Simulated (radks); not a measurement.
Results of a calculation; reference values are marked as such.
Effect of the nuclear size on the tin ion Sn2+, [Kr] 4d10 5s2. Code: a radial shooting solver on a logarithmic mesh with Libxc functionals. Model: Dirac Kohn-Sham, exchange-only LDA, spin-unpolarised, spherical densities, finite nucleus; Fermi nuclear charge, rms radius 4.6519 fm. The rms radius is varied about that value; shifts are against it.

| rms radius (fm) | total energy shift (eV) | density at nucleus (e/bohr^3) | 1s1/2 shift (meV) | 2s1/2 shift (meV) | 4s1/2 shift (meV) | 4p1/2 shift (meV) | 5s1/2 shift (meV) | 5p1/2 (empty) shift (meV) |
|---|---|---|---|---|---|---|---|---|
| 4.1448 | -0.845 | 1.937e+05 | -355 | -40.6 | -1.51 | 0.146 | -0.149 | 0.044 |
| 4.41 | -0.414 | 1.919e+05 | -174 | -19.9 | -0.739 | 0.071 | -0.073 | 0.021 |
| 4.6519 | 0 | 1.903e+05 | 0.000 | 0.000 | 0.000 | 0.000 | 0.000 | 0.000 |
| 5.0334 | 0.690 | 1.881e+05 | 290 | 33.1 | 1.23 | -0.119 | 0.121 | -0.036 |
| 5.3636 | 1.32 | 1.862e+05 | 556 | 63.6 | 2.37 | -0.228 | 0.233 | -0.068 |

Slopes of the eigenvalues against <r^2> in GHz/fm^2, as finite differences over the two radii next to the reference (eigenvalue slopes, not the field-shift constants of lines): 1s1/2 19000, 2s1/2 2180, 4s1/2 81.0, 4p1/2 -7.82, 5s1/2 7.97, 5p1/2 (empty) -2.34.
